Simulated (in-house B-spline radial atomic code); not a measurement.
The numbers below are computed, except where a source is named.
# Ba in an electron gas of r_s = 3.3: phase shifts, screening and friction

A nucleus sits in a uniform electron gas with a rigid positive background. The Kohn-Sham equations are solved self-consistently in the spin-unpolarised LDA (PW92), non-relativistic, on B-splines with outgoing waves at the boundary and partial waves to l = 8. The model has no lattice, no bands and no magnetic solution. Atomic units; δ_l are the phase shifts at the Fermi level, counted so that each bound state adds π, and good to about 0.0005. Heavy atoms are models without relativity.

The density parameter is r_s = 3.3 bohr.

```json
{"l": "0", "δ_l (rad)": "14.9647"}
{"l": "1", "δ_l (rad)": "12.2248"}
{"l": "2", "δ_l (rad)": "7.2858"}
{"l": "3", "δ_l (rad)": "-0.0090"}
{"l": "4", "δ_l (rad)": "-0.0045"}
{"l": "5", "δ_l (rad)": "-0.0003"}
{"l": "6", "δ_l (rad)": "-0.0004"}
{"l": "7", "δ_l (rad)": "-0.0001"}
{"l": "8", "δ_l (rad)": "-0.0002"}
```

Bound levels below the band bottom (hartree): s -7.896, p -6.137, d -3.072, s -0.8099, p -0.361 and deeper ones.

Question: Check the Friedel sum rule, and say where the screening charge sits.

Answer: k_F = (9π/4)^(1/3)/r_s = 0.58156. The rule is Z = (2/π) Σ (2l + 1) δ_l. The terms are s 9.527, p 23.348, d 23.191, f -0.040 and -0.034 beyond, in all 55.991 against Z = 56. Bound states hold 10 s, 24 p, 20 d electrons, so the scattering states carry 1.99 in all; where a term is smaller than its bound count, the bound level has drawn weight out of the band.

Question: Find the transport cross section and the electronic stopping of a 5 keV Ba ion (mass 137.33 u).

Answer: σ_tr = (4π/k_F²) Σ (l + 1) sin²(δ_l − δ_(l+1)). The terms for l = 0 to 3 are 0.1529, 1.8990, 2.1557, 0.0001, all together 4.2078, so σ_tr = 37.155 × 4.2078 = 156.341 bohr². With n = 3/(4π r_s³) = 0.006643, the friction coefficient is Q = n k_F σ_tr = 0.6040. For v well below v_F = 0.582, dE/dx = Q v; with 24801 eV per u at v = 1, v = √(5000/(24801 × 137.33)) = 0.0383, so dE/dx = 0.02314 hartree/bohr = 11.9 eV/nm. The largest term couples the d and f waves.
